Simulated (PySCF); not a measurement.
# MCa cations for M along group 13

CCSD(T) with double-zeta basis sets in PySCF, for the lowest determinant that a PBE0 search found; no spin–orbit coupling. De refers to high-spin ground-configuration atoms (the charge goes to the atom of lower measured ionisation energy or higher electron affinity, which is not always the lowest computed limit).

| M | basis | reference, frozen orbitals | charged atom | state (unpaired electrons) | Re (Å) | ωe (cm⁻¹) | De (eV) |
| --- | --- | --- | --- | --- | --- | --- | --- |
| B | x2c-SVPall | UHF, 6 | Ca+ | triplet (σ ↑, π ↑) | 2.556 | 350 | 0.54 |
| Al | pcseg-1 | RHF, 10 | Al+ | singlet (closed shell) | 3.530 | 161 | 1.23 |
| Ga | pcseg-1 | RHF, 14 | Ga+ | singlet (closed shell) | 3.544 | 125 | 1.35 |
| In | def2-SVP | RHF, 9 | In+ | singlet (closed shell) | 3.687 | 109 | 1.13 |
| Tl | def2-SVP | RHF, 9 | Tl+ | singlet (closed shell) | 3.733 | 98.0 | n/a |

The shortest bond is that of CaB⁺ (2.556 Å), the longest that of CaTl⁺ (3.733 Å).

The rows differ in basis set, which adds steps of its own.

The state changes along the series, so neighbouring rows are not always alike in their bonding.

Correlated steps freeze the inner cores (6 to 14 orbitals); shallow outer-core shells are correlated. Correlated levels converge slowly with the basis: in double zeta they bind strong bonds too weakly, by up to about 1 eV, and carry superposition errors of some tenths. These are scalar-relativistic numbers at best; spin–orbit coupling would shift them, the dissociation energy most. For an ion De counts to the pair picked by the measured ionisation energies or electron affinities, which need not be the lowest pair at this level. States were picked by a PBE0 search and need not be the measured ground states.
